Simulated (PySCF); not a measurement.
A species of formula CH13NOSi4 has this rotational fingerprint, computed with PBE0/pcSseg-1 in PySCF (dipole) on a GFN2-xTB geometry, gas phase:

- Rotational constants: A = 1722, B = 698.0, C = 625.3 MHz
- Dipole components: |μa| = 0.56 D, |μb| = 0.27 D, |μc| = 0.84 D
- Inertial defect: -209.26 u·Å²
- κ: -0.87

**Question.** Which structure is it? (One computed conformer of each.)
A. `[CH3:1][SiH2:2][O:3][Si@@H:4]([NH2:5])[SiH2:6][SiH3:7]` with C1–Si2–O3–Si4 52°, Si2–O3–Si4–N5 -36°, O3–Si4–N5–H -44° and 177°, O3–Si4–Si6–Si7 -2°
B. `[CH3:1][SiH2:2][Si@@H:3]([OH:4])[N:5]([SiH3:6])[SiH3:7]` with C1–Si2–Si3–O4 64°, Si2–Si3–O4–H 169°, Si2–Si3–N5–Si6 88°
C. `[CH3:1][Si@@H:2]([O:3][SiH3:4])[N:5]([SiH3:6])[SiH3:7]` with C1–Si2–O3–Si4 7°, C1–Si2–N5–Si6 51°

**Answer.** B. It is C[SiH2][Si@@H](O)N([SiH3])[SiH3], an asymmetric top, point group C1. The candidates at the same level (rigid rotor, commonest isotopes):

```
                          SMILES  A (MHz)  B (MHz)  C (MHz)  μa (D)  μb (D)  μc (D)  Δ (u·Å²)  point group           rotor
  C[SiH2]O[Si@@H](N)[SiH2][SiH3]     1438    738.4    552.1    1.22    1.39    0.94   -120.41           C1  asymmetric top
C[SiH2][Si@@H](O)N([SiH3])[SiH3]     1722    698.0    625.3    0.56    0.27    0.84   -209.26           C1  asymmetric top
C[Si@@H](O[SiH3])N([SiH3])[SiH3]     1812    785.6    590.7    0.28    0.52    0.69    -66.66           C1  asymmetric top
```

`C[SiH2]O[Si@@H](N)[SiH2][SiH3]` has A 16 % too low; `C[Si@@H](O[SiH3])N([SiH3])[SiH3]` has B 13 % too high. No structure here is proved a minimum.
